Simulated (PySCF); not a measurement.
Compound: (GeH3)3P, Ge3H9P.
Bonds: Ge1–P2, P2–Ge3, P2–Ge4. Hydrogens: H5, H6, H7 on Ge1; H8, H9, H10 on Ge3; H11, H12, H13 on Ge4.

Level: B3LYP/def2-SVPD in PySCF, non-relativistic, on one gas-phase PBE0-D3(BJ)/def2-SVP geometry that isn't relaxed in the solvent. The solvent is an IEF-PCM continuum (van der Waals radii × 1.2). The model holds no explicit solvent molecules, cavitation or dispersion. Spin–orbit coupling is left out although an atom past zinc is present.

Gas phase at B3LYP/def2-SVPD: HOMO -7.01 eV, LUMO -0.49 eV, dipole 0.50 D.

**Question.** What does the continuum do to the energy, the frontier levels and the dipole at B3LYP/def2-SVPD in benzene and dimethylsulfoxide?

**Answer.** 
```tsv
solvent	ε	E(solvent) − E(gas) (kJ/mol)	polarisation term (kJ/mol)	distortion of the solute (kJ/mol)	HOMO (eV)	LUMO (eV)	dipole (D)
benzene	2.271	-1.37	-1.45	0.08	-6.95	-0.40	0.62
dimethylsulfoxide	46.83	-3.14	-3.66	0.52	-6.94	-0.36	0.85
```

The polarisation term is half the interaction of the solute with the surface charges that it induces; the rest is the cost of distorting the solute's density. The sum is the electrostatic part of solvation alone. From benzene to dimethylsulfoxide the lowering changes by a factor 2.29, Onsager's factor (ε − 1)/(2ε + 1) by 2.11 and ε itself by 20.6.

**Question.** How does the static polarisability (B3LYP/def2-SVPD, frozen core, with the continuum's full static response) change?

**Answer.** 
| medium | isotropic (au) | principal values (au) | ⟨r²⟩ of the electrons (bohr²) |
| --- | --- | --- | --- |
| gas | 129.6 | 108.3, 140.2, 140.2 | 1879.5 |
| benzene | 153.5 | 129.7, 165.4, 165.4 | 1879.5 |
| dimethylsulfoxide | 194.2 | 173.2, 204.6, 204.7 | 1879.5 |

The isotropic value in dimethylsulfoxide is 1.50 times the gas-phase one; no cavity-field correction is applied. ⟨r²⟩ is taken about the centre of nuclear charge.
